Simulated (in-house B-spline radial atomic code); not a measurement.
Values are calculated unless marked as measured or tabulated.
**Extrapolating the RPA correlation energy in partial waves: the neon ion Ne⁶⁺**

All-electron RPA on Hartree-Fock orbitals from a B-spline radial code for spherical atoms, non-relativistic, point nucleus, configuration [He] 2s2. With empty states up to angular momentum L the sums are:

```json
{"L": "2", "E_c(L) (hartree)": "-0.208390"}
{"L": "3", "E_c(L) (hartree)": "-0.213977"}
{"L": "4", "E_c(L) (hartree)": "-0.216097"}
{"L": "5", "E_c(L) (hartree)": "-0.217066"}
{"L": "6", "E_c(L) (hartree)": "-0.217566"}
{"L": "7", "E_c(L) (hartree)": "-0.217848"}
```

For large l each further wave adds A/(l + 1/2)⁴, because the basis must build the cusp where two electrons meet.

Question: Estimate the limit from L = 6 and L = 7.

Answer: Wave 7 adds -0.000282, against a sum of (l + 1/2)⁻⁴ of 3.16049e-04, so A = -0.89227. The sum over l > 7 is ζ(4, 8.5) = 6.4602e-04, close to 1/(3 × 8³) = 6.5104e-04. The tail is -0.000576 and the limit -0.21842 hartree.

Question: How good is the estimate?

Answer: A run to L = 11 sums to -0.21823 and extrapolates to -0.21839 hartree, 0.00 millihartree from the run before. The estimate differs from that by -0.04 millihartree, while the bare sum at L = 7 misses 0.5 millihartree (0.2 %).
